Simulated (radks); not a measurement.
Ge II, 31 electrons, occupied as [Ar] 3d10 4s2 4p1.

Calculated with a radial shooting solver on a logarithmic mesh with Libxc functionals: Dirac Kohn-Sham, SOGGA, spin-unpolarised, spherical densities, point nucleus; open shells fill j = l - 1/2 first.

Energy parts (hartree):
part                       energy
total                 -2096.89225
kinetic                2141.31557
electron-nucleus      -5052.76472
Hartree                 892.11248
exchange-correlation    -77.55559

Orbitals (lengths in bohr, moments of r in powers of bohr; <r^-3> diverges for s and p1/2; r(max) is where P^2 peaks; r(90%) holds 90 % of the orbital's charge):
| orbital | occ. | eigenvalue (hartree) | r(90%) | <r^-3> | <r> | r(max) |
|---|---|---|---|---|---|---|
| 1s1/2 | 2 | -402.6805 | 0.0840 | - | 0.04702 | 0.03074 |
| 2s1/2 | 2 | -50.67206 | 0.325 | - | 0.2099 | 0.1762 |
| 2p1/2 | 2 | -45.12032 | 0.297 | - | 0.1813 | 0.1392 |
| 2p3/2 | 4 | -43.95047 | 0.302 | 957.8 | 0.1849 | 0.1422 |
| 3s1/2 | 2 | -6.50262 | 0.935 | - | 0.6246 | 0.5428 |
| 3p1/2 | 2 | -4.67253 | 0.985 | - | 0.6401 | 0.5377 |
| 3p3/2 | 4 | -4.51537 | 1.00 | 129.7 | 0.6508 | 0.5462 |
| 3d3/2 | 4 | -1.41401 | 1.24 | 14.47 | 0.7321 | 0.5016 |
| 3d5/2 | 6 | -1.39248 | 1.25 | 14.06 | 0.7374 | 0.5044 |
| 4s1/2 | 2 | -0.72456 | 3.03 | - | 2.030 | 1.715 |
| 4p1/2 | 1 | -0.41421 | 3.86 | - | 2.523 | 2.065 |
| 4p3/2 | 0 | -0.40520 | 3.91 | 7.493 | 2.562 | 2.099 |

The highest occupied level is 4p1/2 at -11.271 eV. Summed over all electrons, <r^2> = 28.00 bohr^2, which gives a Langevin (diamagnetic) susceptibility term of -22.2 x 10^-6 cm^3/mol. The density falls to 0.001 e/bohr^3 at r = 3.92 bohr. For comparison, the ionisation energy in NIST's Atomic Spectra Database is 15.935 eV (measured). In exact Kohn-Sham theory the highest level is minus the ionisation energy, but local and semilocal functionals leave it too shallow, through self-interaction and a potential that decays too fast; potentials with the right tail come closer.

Beside tabulated values, note that spin-unpolarised runs miss the spin-polarisation part of the exchange energy of open shells.
